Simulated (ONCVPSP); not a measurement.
**An all-electron radial function and its pseudo partner (nickel (Ni))**

Columns: radius, all-electron u(r) and pseudo u(r) of the 3s shell (level -111.06 eV) of nickel in the configuration [Ne] 3s2 3p6 3d8 4s2; PBE, scalar-relativistic, ONCV scheme, ONCVPSP 4.0.1.

```tsv
r (bohr)	all-electron	pseudo
0.055	0.1878	0.0887
0.110	-0.4457	0.1852
0.165	-0.6925	0.2956
0.220	-0.5429	0.4221
0.275	-0.1865	0.5626
0.330	0.2230	0.7108
0.385	0.5963	0.8575
0.440	0.8932	0.9921
0.495	1.1028	1.1045
0.550	1.2303	1.1867
0.605	1.2901	1.2348
0.660	1.2963	1.2478
0.715	1.2636	1.2287
0.770	1.2040	1.1827
0.825	1.1274	1.1163
0.880	1.0414	1.0367
0.935	0.9517	0.9501
0.990	0.8621	0.8616
1.045	0.7752	0.7751
1.100	0.6931	0.6929
1.155	0.6165	0.6164
1.210	0.5461	0.5459
1.265	0.4819	0.4818
1.320	0.4241	0.4240
1.375	0.3721	0.3720
1.430	0.3258	0.3257
```

(1) How many radial nodes do the two functions have?

(2) At about which radius was the pseudo-wave matched?

(3) Where does each function peak?

(4) Is the pseudo-wave norm-conserving?

Results:

(1) The all-electron 3s function has n − l − 1 = 2; the pseudo-wave has 0, since the states of the same l below it are removed with the core.

(2) 1.10 bohr. The columns agree to 0.0005 from 0.99 bohr on; several derivatives are matched, so the curves merge somewhat inside the radius.

(3) Outermost all-electron maximum near 0.66 bohr, pseudo maximum near 0.66 bohr (to the table’s step).

(4) Yes: the ONCV scheme keeps the norm inside the radius equal to the all-electron one, which fixes the energy derivative of the logarithmic derivative at the level.
